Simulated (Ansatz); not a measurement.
Start from `CO[SiH](F)S[SiH2]Cl` and change one atom or group to get `CO[SiH](F)S`.

Ansatz, PBE0-D4/def2-TZVP geometries, multiplicity 1. Each molecule was computed in one conformer, which needn't be the lowest.

| property | `CO[SiH](F)S[SiH2]Cl` |
| --- | --- |
| LUMO energy (PBE0/def2-TZVPP) / eV | -0.15 |
| HOMO energy (B3LYP/def2-TZVPP) / eV | -7.79 |
| HOMO energy (PBE0/def2-TZVPP) / eV | -8.07 |
| size of the dipole moment (PBE/def2-TZVPP) / D | 1.45 |
| HOMO–LUMO gap (B3LYP/def2-TZVPP) / eV | 7.46 |
| LUMO energy (B3LYP/def2-TZVPP) / eV | -0.33 |

**Question.** What does the change do to each property? (Estimate.)

**Answer.** Computed: 
```tsv
property	`CO[SiH](F)S`	shift
LUMO energy (PBE0/def2-TZVPP) / eV	0.27	0.42
HOMO energy (B3LYP/def2-TZVPP) / eV	-7.58	0.21
HOMO energy (PBE0/def2-TZVPP) / eV	-7.86	0.21
size of the dipole moment (PBE/def2-TZVPP) / D	1.70	0.25
HOMO–LUMO gap (B3LYP/def2-TZVPP) / eV	7.59	0.13
LUMO energy (B3LYP/def2-TZVPP) / eV	0.01	0.34
```

With PBE0 the HOMO rises by 0.21 eV and the LUMO rises by 0.42 eV, so the gap widens by about 0.21 eV. PBE moves the HOMO by 0.22 eV and ωB97M-V by 0.16 eV. Dipoles are sizes alone; their direction can turn.

B3LYP here is the variant with VWN-RPA as its local correlation; programs differ in this.
